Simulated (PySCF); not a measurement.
benzobisthiadiazole (C₆H₂N₄S₂), SMILES c1c2c(cc3nsnc13)N=S=N2.

The structure is a stationary point at B3LYP-D3(BJ)/def2-SVP.

Two levels are set side by side: TDDFT-PBE/def2-SVP (PySCF) and TDDFT-B3LYP/def2-SVP (PySCF). Vertical, same geometry. The lowest singlet is HOMO→LUMO 100 % with PBE and HOMO→LUMO 100 % with the other functional; states are paired by order. Differences are taken from unrounded values.

```tsv
quantity	TDDFT-B3LYP	TDDFT-PBE	TDDFT-PBE minus TDDFT-B3LYP
lowest singlet excitation (eV)	2.44	2.31	-0.13
lowest triplet excitation (TDA) (eV)	1.15	1.27	0.11
first bright state (f over 0.05) (eV)	2.44	3.80	1.37
its oscillator strength	0.05	0.34	0.28
```

Functionals without exact exchange tend to place singlet excitations lower, as here. Differences between two approximate levels are no errors against the true value.

Rough cost on one machine, each run with all the roots and properties that it gave: TDDFT-B3LYP against TDDFT-PBE about 4 times.
